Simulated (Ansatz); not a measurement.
Reaction (formal exchange of groups at the Si–S bond): `S[SiH2][SiH2][GeH3]` + `[SiH3][GeH3]` → `[SiH3][GeH2][SiH2][SiH2][GeH3]` + H₂S

Calculated with Ansatz (gas phase, PBE0-D4/def2-TZVP geometries, no zero-point term in ΔE). CBS: MP2 limit from def2 TZ/QZ plus the TZ coupled-cluster correction, frozen cores. This one scheme is used for every species. Functionals use def2-TZVPP. B3LYP here is the variant with VWN-RPA as its local correlation; programs differ in this. For Ge outer-core shells are correlated without core-valence functions, which leaves a few kJ/mol of doubt a bond. Scalar relativity is left out up to krypton. One conformer a species, not always the lowest.

| level | ΔE (kJ/mol) | difference from CCSD(T)/CBS |
| --- | --- | --- |
| PBE-D4 | 19.4 | -3.4 |
| r2SCAN-D4 | 25.5 | 2.7 |
| PBE0-D4 | 20.6 | -2.2 |
| B3LYP-D4 | 23.2 | 0.4 |
| ωB97X-V | 26.0 | 3.2 |
| ωB97M-V | 26.3 | 3.5 |
| B2PLYP | 30.3 | 7.5 |
| PBE | 25.8 | 3.0 |
| r2SCAN | 28.0 | 5.2 |
| PBE0 | 27.0 | 4.2 |
| B3LYP | 33.2 | 10.4 |
| HF/def2-TZVPP | 41.5 | 18.7 |
| MP2/def2-TZVPP | 24.0 | 1.2 |
| SCS-MP2/def2-TZVPP | 27.1 | 4.3 |
| CCSD/def2-TZVPP | 22.6 | -0.2 |
| CCSD(T)/def2-TZVPP | 20.7 | -2.1 |
| HF/def2-QZVPP | 43.0 | 20.2 |
| MP2/def2-QZVPP | 25.7 | 2.9 |
| SCS-MP2/def2-QZVPP | 29.3 | 6.5 |
| HF/CBS(def2) | 43.2 | 20.4 |
| MP2/CBS(def2) | 26.0 | 3.2 |
| CCSD/CBS(def2) | 24.7 | 1.9 |
| CCSD(T)/CBS | 22.8 | 0 |

Largest T1 diagnostic among the species: 0.013.

The D4 term adds −10.0 kJ/mol with B3LYP and −6.4 kJ/mol with PBE0; it sums over pairs of atoms, weighted by their polarisabilities, and B3LYP, whose exchange is more repulsive, gets the larger term. In def2-TZVPP, CCSD(T) changes the Hartree–Fock value by −20.8 kJ/mol (the triples alone add −1.9 kJ/mol) and MP2 by −17.6 kJ/mol.
